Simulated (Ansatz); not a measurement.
Consider the ligand exchange at the In–O bond: `[OH][In]([F])[O][SiH3]` + HCl → `[F][In]([Cl])[O][SiH3]` + H₂O.

Isolated molecules relaxed with PBE0-D4/def2-TZVP in Ansatz; ΔE leaves out vibrations. CCSD(T)/CBS adds triple-zeta CCSD(T) − MP2 to the extrapolated MP2 energy (def2 sets, frozen cores). This one scheme is used for every species. Functionals use def2-TZVPP. HSE06 is defined as in plane-wave codes. Elements past krypton have def2 core potentials. For In outer-core shells are correlated without core-valence functions, which leaves a few kJ/mol of doubt a bond. One conformer a species, not always the lowest.

```tsv
level	ΔE (kJ/mol)	difference from CCSD(T)/CBS
PBE-D4	-80.0	4.5
BLYP-D4	-76.2	8.3
ωB97X-V	-83.7	0.8
PBE-QIDH	-89.4	-4.9
PBE	-79.0	5.5
BLYP	-74.7	9.8
HSE06	-88.5	-4.0
RPA@PBE/def2-TZVPP	-75.3	9.2
HF/def2-QZVPP	-101.1	-16.6
SCS-MP2/def2-QZVPP	-82.4	2.1
CCSD(T)/CBS	-84.5	0
```

**Question.** What do rigid-rotor, harmonic-oscillator terms from PBE0-D4/def2-TZVP frequencies (298.15 K, 1 bar) make of the CCSD(T)/CBS value? (Estimate.)

**Answer.** Ansatz gave: ΔZPE = +6.7 kJ/mol, ΔH = -77.1 kJ/mol, ΔS = 7 J/(mol·K), ΔG = -79.1 kJ/mol. Modes under 50 cm⁻¹ make the entropy rough.

Largest T1 diagnostic among the species: 0.017.

In def2-TZVPP, CCSD(T) changes the Hartree–Fock value by +19.5 kJ/mol (the triples alone add +2.3 kJ/mol) and MP2 by +18.8 kJ/mol. Leaving LDA and LC-ωPBE aside and taking each functional with its dispersion term where it has one, the values, not all of them listed here, spread over 17.4 kJ/mol, from BHLYP-D4 to BLYP-D4. From r2SCAN to r2SCAN0 (25 % exact exchange), in def2-TZVPP and without D4, ΔE moves by −7.3 kJ/mol.

CCSD(T)/CBS has its own doubt, a few kJ/mol and more with outer-core shells, so smaller differences from it don't rank the levels.
